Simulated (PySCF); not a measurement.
sec-butyl acetate, C6H12O2.
SMILES with atom numbers: `[CH3:1][CH2:2][C@@H:3]([CH3:4])[O:5][C:6]([CH3:7])=[O:8]` (hydrogens: H9, H10, H11 on C1; H12, H13 on C2; H14 on C3; H15, H16, H17 on C4; H18, H19, H20 on C7)

Computed with PySCF 2.14.0, PBE0-D3(BJ)/def2-SVP geometry optimisation, gas phase.

Task: List the bond lengths, angles and torsions at this level.

Result: 
```tsv
bond	length (Å)	order
C1–C2	1.519	single
C2–C3	1.518	single
C3–C4	1.515	single
C3–O5	1.438	single
O5–C6	1.340	single
C6–C7	1.502	single
C6=O8	1.203	double
C1–H9, C1–H10, C1–H11	1.101	single
C2–H12	1.102	single
C2–H13	1.104	single
C3–H14	1.103	single
C4–H15, C4–H16, C4–H17	1.100	single
C7–H18, C7–H19, C7–H20	1.098	single
```

Bonds in one row agree within 0.01 Å and their mean is given. Orders are formal, as drawn. A selection of angles:
```tsv
angle	degrees
C1–C2–C3	113.6
C2–C3–C4	113.7
C2–C3–O5	106.6
C4–C3–O5	109.6
C3–O5–C6	117.6
O5–C6–C7	110.9
O5–C6–O8	123.8
C7–C6–O8	125.3
```

Dihedral angles: C1–C2–C3–C4 177° (antiperiplanar); C2–C3–O5–C6 153° (antiperiplanar); C3–O5–C6–C7 180° (antiperiplanar).

The 3 C–O bonds span 1.203 Å (C6=O8, drawn double) to 1.438 Å (C3–O5, drawn single), a spread of 0.235 Å. Of the pairs four or more bonds apart, O8···H14 is among the closest relative to their van der Waals radii: 2.35 Å, 87 % of the sum of Bondi's values.

Point group: C1 (no symmetry element, even within 0.4 Å). PBE0-D3(BJ)/def2-SVP frequencies: not computed here. One conformer, not necessarily the lowest.
